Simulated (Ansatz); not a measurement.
`BCBCl` + `C=C=N` → `BN=C=C` + `CBCl`  (ligand exchange at a B–C bond)

Computed with Ansatz on PBE0-D4/def2-TZVP structures; ΔE is electronic, products minus reactants. CCSD(T)/CBS is the MP2 limit (def2-TZVPP, def2-QZVPP) plus CCSD(T) − MP2 in def2-TZVPP, frozen cores. This one scheme is used for every species. DFT in def2-TZVPP. HSE06 is defined as in plane-wave codes. One conformer a species, not always the lowest.

```tsv
level	ΔE (kcal/mol)
HSE06	-27.9
HF/def2-SVP	-28.8
MP2/def2-SVP	-29.2
MP2/def2-TZVPP	-26.3
```

(1) What does CCSD(T)/CBS give? (An estimate is asked.)

Largest T1 diagnostic among the species: 0.017.

Answers

(1) Ansatz gave: -25.8 kcal/mol. The listed levels differ from it by -2.1, -3.0, -3.4, -0.5 kcal/mol.

From r2SCAN to r2SCAN0 (25 % exact exchange), in def2-TZVPP and without D4, ΔE moves by +0.8 kcal/mol. At CCSD(T), def2-SVP lies −3.0 kcal/mol from the extrapolated value and def2-TZVPP +0.1 kcal/mol. Leaving LDA and LC-ωPBE aside and taking each functional with its dispersion term where it has one, the values, not all of them listed here, spread over 4.6 kcal/mol, from BLYP-D4 to ωB97X-V. LDA lies −1.8 kcal/mol from PBE without D4.
